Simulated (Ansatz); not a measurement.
Program: Ansatz. Geometries: PBE0-D4/def2-TZVP. ΔE: electronic, gas phase. CBS: MP2 limit from def2 TZ/QZ plus the TZ coupled-cluster correction, frozen cores. This one scheme is used for every species. DFT in def2-TZVPP. B3LYP here is the variant with VWN-RPA as its local correlation; programs differ in this. Elements past krypton have def2 core potentials. For Te outer-core shells are correlated without core-valence functions, which leaves a few kJ/mol of doubt a bond.

Reaction (ligand exchange at a Te–Si bond): `[TeH][SiH]1CC1` + PH₃ → `P[TeH]` + `C1C[SiH2]1`

(1) Is it downhill or uphill in electronic energy at CCSD(T)/CBS, and by how much? (Best estimate.)

(2) What do these levels give: r2SCAN0-D4, B3LYP, LC-ωPBE, RPA@PBE/def2-TZVPP, MP2/def2-TZVPP, HF/CBS(def2)? (Best estimate.)

Largest T1 diagnostic among the species: 0.013.

Results:

(1) Computed: Uphill: ΔE = +34.8 kJ/mol.

(2) Ansatz gave: r2SCAN0-D4 34.7, B3LYP 26.1, LC-ωPBE 34.5, RPA@PBE/def2-TZVPP 34.8, MP2/def2-TZVPP 39.2, HF/CBS(def2) 27.4 kJ/mol.

Leaving LDA and LC-ωPBE aside and taking each functional with its dispersion term where it has one, the values, not all of them listed here, spread over 8.5 kJ/mol, from BLYP-D4 to PBE-QIDH. LDA lies +4.2 kJ/mol from PBE without D4. From BLYP to BHLYP (50 % exact exchange), in def2-TZVPP and without D4, ΔE moves by +4.3 kJ/mol. In def2-TZVPP, CCSD(T) changes the Hartree–Fock value by +8.2 kJ/mol (the triples alone add +1.0 kJ/mol) and MP2 by +10.7 kJ/mol.
